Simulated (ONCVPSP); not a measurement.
**u(r) = r·R(r): atom against pseudo-atom (S)**

Columns: radius, all-electron u(r) and pseudo u(r) of the 3s shell (level -17.11 eV) of sulfur in the configuration [Ne] 3s2 3p4; BLYP, scalar-relativistic, ONCV scheme, ONCVPSP 4.0.1.

```tsv
r (bohr)	all-electron	pseudo
0.072	0.1913	0.0190
0.145	-0.0620	0.0405
0.217	-0.2901	0.0661
0.290	-0.4002	0.0979
0.362	-0.3983	0.1360
0.435	-0.3172	0.1818
0.507	-0.1916	0.2337
0.580	-0.0427	0.2923
0.652	0.1083	0.3547
0.725	0.2544	0.4212
0.798	0.3868	0.4892
0.870	0.5005	0.5558
0.942	0.5964	0.6199
1.015	0.6754	0.6802
1.088	0.7373	0.7335
1.160	0.7828	0.7770
1.232	0.8144	0.8101
1.305	0.8338	0.8318
1.378	0.8421	0.8417
1.450	0.8411	0.8411
1.522	0.8326	0.8325
1.595	0.8176	0.8175
1.668	0.7975	0.7975
1.740	0.7738	0.7738
1.812	0.7473	0.7473
1.885	0.7183	0.7182
```

Problem. How many radial nodes do the two functions have?

Solution. The all-electron 3s function has n − l − 1 = 2; the pseudo-wave has 0, since the states of the same l below it are removed with the core.

Problem. At about which radius was the pseudo-wave matched?

Solution. 1.45 bohr, where the columns begin to agree (steps of 0.07 bohr).

Problem. Is the pseudo-wave norm-conserving?

Solution. Yes: the ONCV scheme keeps the norm inside the radius equal to the all-electron one, which fixes the energy derivative of the logarithmic derivative at the level.
